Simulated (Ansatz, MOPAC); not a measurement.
Dissociation curve of MgH, doublet. Each curve is given relative to its own lowest point near equilibrium.

```tsv
R / Å	A	B	C
1.32	29.6	20.8	50.8
1.38	20.0	15.2	33.7
1.49	8.3	6.7	13.1
1.57	3.5	2.4	4.9
1.62	1.7	0.8	2.0
1.70	0.2	0.0	0.0
1.74	0.0	0.4	0.0
1.77	0.1	1.1	0.5
1.85	0.9	4.1	2.8
1.91	2.0	7.1	5.4
2.00	4.2	11.8	10.2
2.13	8.3	17.4	17.5
2.36	16.0	23.2	26.7
2.61	23.1	29.5	31.4
2.87	28.0	35.7	33.8
3.13	30.3	38.8	35.0
3.48	31.5	40.5	35.7
3.88	31.9	41.4	36.1
4.22	32.0	41.8	36.1
4.74	32.0	42.1	36.2
5.22	32.1	42.3	36.2
6.00	32.1	42.3	36.2
6.93	32.1	42.3	36.2
```

Energies in kcal/mol.

Task: Which curve belongs to which method? The methods are PM3, unrestricted, heats of formation run with MOPAC; PM6, unrestricted, heats of formation (MOPAC); CCSD(T) on ROHF/aug-cc-pVTZ, frozen core run with Ansatz (a first-principles code).

Result: A is ROCCSD(T); B is PM3; C is PM6.

The T1 diagnostic of CCSD on the restricted reference of ROCCSD(T) exceeds 0.045 at 2.00 to 3.13 Å.
